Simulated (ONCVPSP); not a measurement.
**gold (Au), ONCV: configuration errors across variants**

```
Element                 : gold (Au)
Generator               : ONCVPSP 4.0.1
Type                    : optimised norm-conserving Vanderbilt (ONCV)
Functional              : PW91
Relativity              : scalar-relativistic
Frozen core             : [Kr] 4d10 4f14
Valence charge          : 19
Reference configuration : 5s2 5p6 5d10 6s1
Partial waves           : 5s+6s: rc 1.80 bohr, ncon 3, nbas 7, qcut 7.3 1/bohr, 2 projectors; 5p: rc 1.15 bohr, ncon 4, nbas 7, qcut 6.7 1/bohr, 2 projectors, debl 1.4 Ha; 5d: rc 1.95 bohr, ncon 4, nbas 8, qcut 6.9 1/bohr, 2 projectors, debl 1.4 Ha
Local potential         : polynomial inside 0.85 bohr (lpopt 5, dvloc0 3 Ha)
Core correction         : none
```

In the p channel the program set the typed energies aside and used -2.200, 0.250 Ha.

All-electron excitation energies from the reference (eV): (1) 5s2 5p6 5d10 6s0 9.490; (2) 5s2 5p6 5d9 6s0 30.777; (3) 5s2 5p6 5d8 6s0 64.735; (4) 5s1 5p6 5d10 6s1 115.355.

A true bound ghost makes a file unfit for plane-wave use even where its test errors are small: the radial tests pick states by their node count and pass the ghost by.

Errors AE − PS in meV (a dash: test not solved or not reliable):

```csv
change,(1),(2),(3),(4),bound ghosts,GHOST(+) flags above zero
base,-4.5,-6.8,-11,-699,s,"p, d"
s: qcut 4.9; p: qcut 4.5; d: qcut 4.7,-1.9,-6.7,+18,-1045,s,"p, d"
s: qcut 5.4; p: qcut 5; d: qcut 5.1,-2.8,-6.8,+9.5,-999,s,"p, d"
s: qcut 6.1; p: qcut 5.6; d: qcut 5.8,-3.7,-7.0,-2.3,-887,s,"p, d"
s: qcut 6.8; p: qcut 6.3; d: qcut 6.4,-4.2,-5.3,-4.2,-814,"s, d",p
s: qcut 7.6; p: qcut 7; d: qcut 7.2,-4.6,-6.8,-13,-639,s,p
s: qcut 8.3; p: qcut 7.6; d: qcut 7.8,-4.4,-6.7,-15,-498,s,none
s: qcut 9.7; p: qcut 8.9; d: qcut 9.2,-4.2,-6.4,-17,-324,s,none
s: qcut 10.5; p: qcut 9.7; d: qcut 10,-4.1,-6.4,-17,-297,s,p
```

(1) Give the same row for: s: qcut 9.3; p: qcut 8.5; d: qcut 8.8.

Results:

(1) -4.2, -6.4, -16, -365; bound ghosts: s; GHOST(+) flags above zero: none.
